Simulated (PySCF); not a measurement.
A side-by-side comparison of computed properties.

First species: C2H8FPSi2.
SMILES: `F/C(=C\[SiH3])[SiH2]P`

Second species: C2H8FPSi2.
Numbering: `[CH2:1]=[CH:2][SiH2:3][Si@H:4]([F:5])[PH2:6]` (hydrogens: H7, H8 on C1; H9 on C2; H10, H11 on Si3; H12 on Si4; H13, H14 on P6)

Levels: B3LYP/def2-SVPD for dipole moment, HOMO energy, LUMO energy, HOMO–LUMO gap, static isotropic polarisability and electronic spatial extent ⟨r²⟩ about the centre of nuclear charge; TDDFT B3LYP/def2-SVPD for lowest singlet excitation; TDA B3LYP/def2-SVPD for lowest triplet excitation (Tamm–Dancoff); GFN2-xTB for rotational constant A and rotational constant C. Geometries: GFN2-xTB. Each structure is a single optimised conformer of the isolated species, non-relativistic unless stated. Electronic properties by PySCF.

The conformers computed, where there is a choice (atom-mapped SMILES and torsion angles):
- `[F:1]/[C:2](=[CH:3]\[SiH3:4])[SiH2:5][PH2:6]`: F1–C2–Si5–P6 -175°, H–P6–Si5–C2 76°, H–P6–Si5–C2 169°
- `[CH2:1]=[CH:2][SiH2:3][Si@H:4]([F:5])[PH2:6]`: C1–C2–Si3–Si4 7°, C2–Si3–Si4–F5 -56°, H–P6–Si4–Si3 41°, H–P6–Si4–Si3 -52°

Values for the first species:

* Dipole moment: 1.34 D
* HOMO energy: -7.51 eV
* LUMO energy: -1.03 eV
* HOMO–LUMO gap: 6.48 eV
* Lowest singlet excitation: 5.71 eV
* Lowest triplet excitation (Tamm–Dancoff): 4.12 eV
* Static isotropic polarisability: 108.8 au
* Electronic spatial extent ⟨r²⟩ about the centre of nuclear charge: 1589 bohr²
* Rotational constant A: 2.953 GHz
* Rotational constant C: 0.687 GHz

Estimate the same properties for the second species, and the change in each.

```tsv
property	first	second	second less first
dipole moment	1.34 D	1.88 D	+0.54 D
HOMO energy	-7.51 eV	-7.25 eV	+0.26 eV
LUMO energy	-1.03 eV	-0.95 eV	+0.08 eV
HOMO–LUMO gap	6.48 eV	6.30 eV	-0.18 eV
lowest singlet excitation	5.71 eV	5.38 eV	-0.33 eV
lowest triplet excitation (Tamm–Dancoff)	4.12 eV	4.41 eV	+0.29 eV
static isotropic polarisability	108.8 au	109.1 au	+0.3 au
electronic spatial extent ⟨r²⟩ about the centre of nuclear charge	1589 bohr²	1457 bohr²	-132 bohr²
rotational constant A	2.953 GHz	3.502 GHz	+0.549 GHz
rotational constant C	0.687 GHz	0.770 GHz	+0.083 GHz
```

On the first: S1 lies 0.77 eV below the HOMO–LUMO gap; its leading configuration is HOMO→LUMO, weight 0.79. In atomic units the dipole is 0.53 e·bohr (1 au = 2.5417 D).

On the second: A dipole of 1.88 D is allowed in C1, and pure rotational transitions are dipole-allowed. The 8 singlets span 5.38 to 6.82 eV, and their oscillator strengths add up to 0.51.
